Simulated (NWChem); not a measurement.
The numbers come from NWChem runs, not from measurements. System: Ag$_{2}$, charge 0, spin multiplicity 1, at a geometry optimised with PBE0/def2-SVP with def2 effective core potentials on Ag. The structure started from a generated list of species. Level: TD-B3LYP/def2-SVPD with def2 effective core potentials on Ag, VWN1-RPA local correlation.

Job file:

```
start mol
memory heap 200 mb stack 900 mb global 1100 mb
geometry units angstroms nocenter noautoz
  Ag     0.000000     0.000000     1.289320
  Ag     0.000000     0.000000    -1.289320
  symmetry group D2h
end
basis spherical
  * library def2-svpd
end
ecp
  Ag library def2-ecp
end
dft
  xc b3lyp
  semidirect memsize 60000000 filesize 0
  iterations 100
end
tddft
  rpa
  nroots 5
  notriplet
  thresh 1e-4
end
task tddft energy
```

Output (cleaned and shortened):

```
             Northwest Computational Chemistry Package (NWChem) 7.3.0
             --------------------------------------------------------

                                NWChem Input Module
                                -------------------

 Scaling coordinates for geometry "geometry" by  1.889725989
 (inverse scale =  0.529177249)

 Turning off AUTOSYM since
 SYMMETRY directive was detected!

                             Geometry "geometry" -> ""
                             -------------------------

 Output coordinates in angstroms (scale by  1.889725989 to convert to a.u.)

  No.       Tag          Charge          X              Y              Z
 ---- ---------------- ---------- -------------- -------------- --------------
    1 Ag                  47.0000     0.00000000     0.00000000     1.28932000
    2 Ag                  47.0000     0.00000000     0.00000000    -1.28932000

 Effective nuclear repulsion energy (a.u.)     453.3213411102

            Nuclear Dipole moment (a.u.)
            ----------------------------
        X                 Y               Z
 ---------------- ---------------- ----------------
     0.0000000000     0.0000000000     0.0000000000

      Symmetry information
      --------------------

 Group name             D2h
 Group number             26
 Group order               8
 No. of unique centers     1

      Symmetry unique atoms

     1


 Summary of "ao basis" -> "" (spherical)
 ------------------------------------------------------------------------------
       Tag                 Description            Shells   Functions and Types
 ---------------- ------------------------------  ------  ---------------------
 *                         def2-svpd                  on all atoms

                                 NWChem DFT Module
                                 -----------------

 Summary of "ao basis" -> "ao basis" (spherical)
 ------------------------------------------------------------------------------
       Tag                 Description            Shells   Functions and Types
 ---------------- ------------------------------  ------  ---------------------
 Ag                        def2-svpd                12       34   5s4p2d1f

 Summary of "ao basis" -> "ao basis" (spherical)
 ------------------------------------------------------------------------------
       Tag                 Description            Shells   Functions and Types
 ---------------- ------------------------------  ------  ---------------------
 Ag                        def2-svpd                12       34   5s4p2d1f

      Symmetry analysis of basis
      --------------------------

        ag         15
        au          3
        b1g         3
        b1u        15
        b2g         8
        b2u         8
        b3g         8
        b3u         8

            General Information
            -------------------
          SCF calculation type: DFT
          Wavefunction type:  closed shell.
          No. of atoms     :     2
          No. of electrons :    38
           Alpha electrons :    19
            Beta electrons :    19
          Charge           :     0
          Spin multiplicity:     1
          Use of symmetry is: off; symmetry adaption is: on
          Maximum number of iterations: 100
          AO basis - number of functions:    68
                     number of shells:    24
          Convergence on energy requested:  1.00D-06
          Convergence on density requested:  1.00D-05
          Convergence on gradient requested:  5.00D-04

              XC Information
              --------------
                         B3LYP Method XC Potential
                     Hartree-Fock (Exact) Exchange  0.200
                        Slater Exchange Functional  0.800 local
                    Becke 1988 Exchange Functional  0.720 non-local
              Lee-Yang-Parr Correlation Functional  0.810
                  VWN I RPA Correlation Functional  0.190 local

             Grid Information
             ----------------
          Grid used for XC integration:  medium
          Radial quadrature: Mura-Knowles
          Angular quadrature: Lebedev.
          Tag              B.-S. Rad. Rad. Pts. Rad. Cut. Ang. Pts.
          ---              ---------- --------- --------- ---------
          Ag                  1.60      123          12.0       590
          Grid pruning is: on
          Number of quadrature shells:   246
          Spatial weights used:  Erf1

          Convergence Information
          -----------------------
          Convergence aids based upon iterative change in
          total energy or number of iterations.
          Levelshifting, if invoked, occurs when the
          HOMO/LUMO gap drops below (HL_TOL):  1.00D-02
          DIIS, if invoked, will attempt to extrapolate
          using up to (NFOCK): 10 stored Fock matrices.

                    Damping( 0%)  Levelshifting(0.5)       DIIS
                  --------------- ------------------- ---------------
          dE  on:    start            ASAP                start
          dE off:    2 iters        100 iters           100 iters

      Screening Tolerance Information
      -------------------------------
          Density screening/tol_rho:  1.00D-10
          AO Gaussian exp screening on grid/accAOfunc:  14
          CD Gaussian exp screening on grid/accCDfunc:  20
          XC Gaussian exp screening on grid/accXCfunc:  20
          Schwarz screening/accCoul:  1.00D-08

      Superposition of Atomic Density Guess
      -------------------------------------

 Sum of atomic energies:        -335.33437346
[...]
     -   - - -        -----         -----         ----         -------
     0   0 0 0     -0.000000    -19.000000    -19.000000     38.000000

     1   1 0 0     -0.000000     -0.000000     -0.000000      0.000000
     1   0 1 0      0.000000      0.000000      0.000000      0.000000
     1   0 0 1      0.000000      0.000000      0.000000      0.000000

     2   2 0 0    -30.049194    -15.024597    -15.024597      0.000000
     2   1 1 0      0.000000      0.000000      0.000000      0.000000
     2   1 0 1     -0.000000     -0.000000     -0.000000      0.000000
     2   0 2 0    -30.049194    -15.024597    -15.024597      0.000000
     2   0 1 1      0.000000      0.000000      0.000000      0.000000
     2   0 0 2    -24.540174   -125.060636   -125.060636    225.581099

                                NWChem TDDFT Module
                                -------------------

            General Information
            -------------------
           No. of orbitals :     136
            Alpha orbitals :      68
             Beta orbitals :      68
        Alpha frozen cores :       0
         Beta frozen cores :       0
     Alpha frozen virtuals :       0
      Beta frozen virtuals :       0
         Spin multiplicity :       1
    Number of AO functions :      68
        Use of symmetry is : off
      Symmetry adaption is : on
         Schwarz screening :  0.10D-07

              XC Information
              --------------
                  B3LYP Method XC Potential
              Hartree-Fock (Exact) Exchange   0.20
                 Slater Exchange Functional   0.80 local
             Becke 1988 Exchange Functional   0.72 non-local
       Lee-Yang-Parr Correlation Functional   0.81
           VWN I RPA Correlation Functional   0.19 local

             TDDFT Information
             -----------------
          Calculation type : TDDFT
         Wavefunction type : Restricted singlets
          No. of electrons :      38
           Alpha electrons :      19
            Beta electrons :      19
              No. of roots :       5
          Max subspacesize :    5000
            Max iterations :     100
               Target root :       1
           Target symmetry : none
      Symmetry restriction : off
                 Algorithm : Optimal
        Davidson threshold :  0.10D-03

            Memory Information
            ------------------
          Available GA space size is         144174576 doubles
          Available MA space size is          50643972 doubles
          Length of a trial vector is          931
          Algorithm : Incore multiple tensor contraction
          Estimated peak GA usage is          18832766 doubles
          Estimated peak MA usage is             18000 doubles

    5 smallest eigenvalue differences (eV)
--------------------------------------------------------
  No. Spin  Occ  Vir  Irrep   E(Occ)    E(Vir)   E(Diff)
--------------------------------------------------------
    1    1   19   20 b1u      -0.208    -0.099     2.977
    2    1   19   21 b3u      -0.208    -0.024     5.006
    3    1   19   22 b2u      -0.208    -0.024     5.006
    4    1   18   20 ag       -0.296    -0.099     5.375
    5    1   19   23 ag       -0.208    -0.005     5.521
--------------------------------------------------------

  Entering Davidson iterations
  Restricted singlet excited states

  Iter   NTrls   NConv    DeltaV     DeltaE      Time
  ----  ------  ------  ---------  ---------  ---------
    1      5       0     0.24E+00   0.10+100        1.6
    2     15       0     0.97E-01   0.21E-01        2.6
    3     25       0     0.38E-01   0.87E-02        2.6
    4     35       0     0.49E-02   0.72E-03        2.6
    5     45       0     0.94E-03   0.96E-05        2.8
    6     55       4     0.13E-03   0.48E-06        2.9
    7     57       5     0.64E-04   0.87E-08        1.5
  ----  ------  ------  ---------  ---------  ---------
  Convergence criterion met

  Ground state ag       -294.039770761023 a.u.

  ----------------------------------------------------------------------------
  Root   1 singlet b1u            0.112550326 a.u.                3.0627 eV
  ----------------------------------------------------------------------------
     Transition Moments    X -0.00000   Y  0.00000   Z  2.30679
     Transition Moments   XX  0.00000  XY  0.00000  XZ  0.00000
     Transition Moments   YY  0.00000  YZ -0.00000  ZZ -0.00000
     Dipole Oscillator Strength                    0.3992741876
     Electric Quadrupole                           0.0000000000
     Magnetic Dipole                               0.0000000000
     Total Oscillator Strength                     0.3992741876

          sigma_e =   3.0028 Angstrom
          sigma_h =   1.9802 Angstrom
         |d_h->e| =   0.0000 Angstrom
            d_exc =   3.5320 Angstrom
            d_CD1 =   1.0227 Angstrom
            d_CD2 =  -2.4915 Angstrom
            d_CD3 =   3.5320 Angstrom
     Pearson C.C. =   0.0390

     Occ.    9  ag  ---  Virt.   20  b1u  0.12874 X
     Occ.   16  b3g ---  Virt.   22  b2u  0.07659 X
     Occ.   17  b2g ---  Virt.   21  b3u -0.07659 X
     Occ.   18  b1u ---  Virt.   23  ag   0.08026 X
     Occ.   19  ag  ---  Virt.   20  b1u -0.99873 X
     Occ.   19  ag  ---  Virt.   20  b1u  0.19107 Y
     Occ.   19  ag  ---  Virt.   26  b1u  0.06259 X
  ----------------------------------------------------------------------------
  Root   2 singlet ag             0.153955291 a.u.                4.1893 eV
  ----------------------------------------------------------------------------
     Transition Moments    X -0.00000   Y  0.00000   Z  0.00000
     Transition Moments   XX -0.64469  XY  0.00000  XZ  0.00000
     Transition Moments   YY -0.64469  YZ -0.00000  ZZ  0.74355
     Dipole Oscillator Strength                    0.0000000000
     Electric Quadrupole                           0.0000000125
     Magnetic Dipole                               0.0000000000
     Total Oscillator Strength                     0.0000000125

          sigma_e =   2.7807 Angstrom
          sigma_h =   1.5995 Angstrom
         |d_h->e| =   0.0000 Angstrom
            d_exc =   3.0373 Angstrom
            d_CD1 =   1.1812 Angstrom
            d_CD2 =  -2.1901 Angstrom
            d_CD3 =   3.0373 Angstrom
     Pearson C.C. =   0.1198

     Occ.    9  ag  ---  Virt.   23  ag  -0.05535 X
     Occ.   18  b1u ---  Virt.   20  b1u -0.97656 X
     Occ.   19  ag  ---  Virt.   23  ag   0.19771 X
  ----------------------------------------------------------------------------
  Root   3 singlet b3u            0.159275631 a.u.                4.3341 eV
  ----------------------------------------------------------------------------
     Transition Moments    X  0.26753   Y  0.00365   Z -0.00000
     Transition Moments   XX -0.00000  XY  0.00000  XZ  0.00000
     Transition Moments   YY -0.00000  YZ -0.00000  ZZ  0.00000
     Dipole Oscillator Strength                    0.0076013541
     Electric Quadrupole                           0.0000000000
     Magnetic Dipole                               0.0000000000
     Total Oscillator Strength                     0.0076013541

          sigma_e =   2.7688 Angstrom
          sigma_h =   1.6124 Angstrom
         |d_h->e| =   0.0000 Angstrom
            d_exc =   3.0846 Angstrom
            d_CD1 =   1.1564 Angstrom
            d_CD2 =  -2.1906 Angstrom
            d_CD3 =   3.0846 Angstrom
     Pearson C.C. =   0.0841

     Occ.   11  b3u ---  Virt.   23  ag  -0.07470 X
     Occ.   17  b2g ---  Virt.   20  b1u -0.94702 X
     Occ.   19  ag  ---  Virt.   21  b3u -0.30806 X
  ----------------------------------------------------------------------------
  Root   4 singlet b2u            0.159275633 a.u.                4.3341 eV
  ----------------------------------------------------------------------------
     Transition Moments    X -0.00365   Y  0.26753   Z  0.00000
     Transition Moments   XX  0.00000  XY -0.00000  XZ  0.00000
     Transition Moments   YY  0.00000  YZ  0.00000  ZZ -0.00000
     Dipole Oscillator Strength                    0.0076012904
     Electric Quadrupole                           0.0000000000
     Magnetic Dipole                               0.0000000000
     Total Oscillator Strength                     0.0076012904

          sigma_e =   2.7688 Angstrom
          sigma_h =   1.6124 Angstrom
         |d_h->e| =   0.0000 Angstrom
            d_exc =   3.0846 Angstrom
            d_CD1 =   1.1564 Angstrom
            d_CD2 =  -2.1906 Angstrom
            d_CD3 =   3.0846 Angstrom
     Pearson C.C. =   0.0841

     Occ.   10  b2u ---  Virt.   23  ag   0.07470 X
     Occ.   16  b3g ---  Virt.   20  b1u  0.94702 X
     Occ.   19  ag  ---  Virt.   22  b2u -0.30805 X
  ----------------------------------------------------------------------------
  Root   5 singlet b2u            0.172808462 a.u.                4.7024 eV
  ----------------------------------------------------------------------------
     Transition Moments    X -0.02340   Y  1.94507   Z -0.00000
     Transition Moments   XX  0.00000  XY  0.00000  XZ  0.00000
     Transition Moments   YY  0.00000  YZ -0.00000  ZZ -0.00000
     Dipole Oscillator Strength                    0.4359199467
     Electric Quadrupole                           0.0000000000
     Magnetic Dipole                               0.0000000000
     Total Oscillator Strength                     0.4359199467

          sigma_e =   3.0008 Angstrom
          sigma_h =   1.9545 Angstrom
         |d_h->e| =   0.0000 Angstrom
            d_exc =   3.6009 Angstrom
            d_CD1 =   1.0463 Angstrom
            d_CD2 =  -2.4777 Angstrom
            d_CD3 =   3.6009 Angstrom
     Pearson C.C. =  -0.0120

     Occ.   12  ag  ---  Virt.   22  b2u -0.09437 X
     Occ.   13  b1g ---  Virt.   21  b3u  0.09437 X
     Occ.   16  b3g ---  Virt.   20  b1u -0.30964 X
     Occ.   19  ag  ---  Virt.   22  b2u -0.93523 X
     Occ.   19  ag  ---  Virt.   22  b2u  0.06365 Y
     Occ.   19  ag  ---  Virt.   30  b2u  0.07546 X

              Target root =      1
          Target symmetry = none
      Ground state energy =   -294.039770761023
        Excitation energy =      0.112550326125
     Excited state energy =   -293.927220434898

  stored tddft:energy   -293.92722043489806

 Task  times  cpu:       18.9s     wall:       18.9s

 Total times  cpu:       18.9s     wall:       18.9s
```
